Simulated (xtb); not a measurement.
C₃H₃N, SMILES C=CC#N. All values are semi-empirical tight-binding results from xtb (GFN2-xTB unless named), good for trends rather than for accurate numbers. Geometry: GFN2-xTB.

Optimised geometry:

```xyz
7

C     -0.3563    -1.5861     0.0000
C      0.5069    -0.5772     0.0000
C      0.0948     0.7724     0.0000
N     -0.2291     1.8719     0.0000
H     -1.4208    -1.4171     0.0000
H     -0.0256    -2.6107     0.0000
H      1.5785    -0.7304     0.0000
```

point group as xtb finds it: Cs
orbital gap: 3.96 eV
dipole moment: 3.72 D
zero-point energy: 30.9 kcal/mol
G − E(el) at 298.15 K (modified RRHO): 14.6 kcal/mol
static polarisability (D4 model): 40.5 bohr³
solvation energy, GFN2-xTB/ALPB(water): -5.7 kcal/mol
solvation energy, GFN2-xTB/ALPB(chcl3): -5.7 kcal/mol

Computed IR lines (harmonic; lines under 4 % of the strongest left out, lines within 3 cm⁻¹ merged):
ν (cm⁻¹): 555 (w), 675 (w), 905 (w), 992 (m), 1661 (w), 2377 (vs), 3055 (w), 3105 (w), 3135 (m) (against the strongest line: vs over 80 %, s over 45 %, m over 15 %, w over 4 %, vw less)

**Question.** Give the atomic charges and the Wiberg bond orders between heavy atoms. (Estimate from the structure and the level; the computed values follow.)

**Answer.** charges (e) C1 -0.06, C2 -0.02, C3 0.12, N4 -0.23, H5 0.06, H6 0.06, H7 0.07. Bond orders C1–C2 1.89, C2–C3 1.11, C3–N4 2.80.
